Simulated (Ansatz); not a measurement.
# A basis-limit estimate, worked out

An elementary step of SiH2F4, singlet (SiF₄ ([F][Si]([F])([F])[F]) + H₂ → SiHF₃ ([F][SiH]([F])[F]) + HF; bonds formed: Si1–H7, F2–H6; bonds broken: Si1–F2, H6–H7). “Start” is the structure reached by relaxing down from the saddle towards the reactants; PBE0-D4/def2-TZVP structures. The saddle:

```csv
atom,x (Å),y (Å),z (Å)
Si1,-0.3423,0.2080,-0.0157
F2,1.0354,-0.3421,1.0975
F3,-1.1553,0.3402,-1.3763
F4,-0.0174,1.7103,0.3021
F5,-1.3917,-0.5056,0.9079
H6,1.1570,-0.7191,-0.0059
H7,0.7144,-0.6916,-0.9096
```

Program: Ansatz 0.2.0. Basis: def2-TZVPP and def2-QZVPP. Cores are frozen in the correlated methods.

Energies in eV:

| quantity | saddle | start |
| --- | --- | --- |
| Hartree–Fock, triple zeta (X = 3) | -18726.52900 | -18729.96268 |
| Hartree–Fock, quadruple zeta (X = 4) | -18727.33095 | -18730.79275 |
| MP2 correlation, X = 3 | -31.55538 | -30.85783 |
| MP2 correlation, X = 4 | -34.54023 | -33.81936 |
| CCSD(T) correlation, X = 3 | -32.59533 | -31.91571 |

Question: Work out the barrier at the basis limit: extrapolate Hartree–Fock as E(X) = E∞ + A exp(−7.88 √X) and the MP2 correlation as E(X) = E∞ + B X^−2.97 (the exponents that Neese and Valeev fitted for def2-TZVPP and QZVPP), then add CCSD(T) − MP2 in triple zeta.

Answer: Each step is linear, so take the differences first (saddle − start): Hartree–Fock 3.43368 (X = 3) and 3.46180 (X = 4); MP2 correlation -0.69755 and -0.72087; CCSD(T) correlation -0.67962.
Two points give E∞ = E(4) + w [E(4) − E(3)], with w = 1/(exp(7.88 (2 − √3)) − 1) = 0.1377 for Hartree–Fock and w = 1/((4/3)^2.97 − 1) = 0.7407 for the correlation.
Hartree–Fock: 3.46180 + 0.1377 × 0.02812 = 3.4657 eV.
MP2 correlation: -0.72087 + 0.7407 × (-0.02332) = -0.7381 eV.
CCSD(T) − MP2: -0.67962 − (-0.69755) = 0.0179 eV.
Sum: 3.4657 + (-0.7381) + 0.0179 = 2.7455 eV, or 63.31 kcal/mol. Plain CCSD(T) in triple zeta gives 2.7541 eV, so the larger basis shifts the result by -0.0086 eV.

No T1 diagnostic of these runs exceeds 0.013.

Labels in which every atom is bracketed show which atoms are joined, not bond orders.

For scale, one of the runs: CCSD(T)/def2-TZVPP, 194 basis functions, launched by `ansatz run in.yaml --threads 4 --pin off --events-out ev --progress --plain --max-ram 9574MiB`. Time: 86 s of wall clock on 4 CPU threads of an Intel Xeon; the host was shared. Peak host memory: 2.5 GiB.
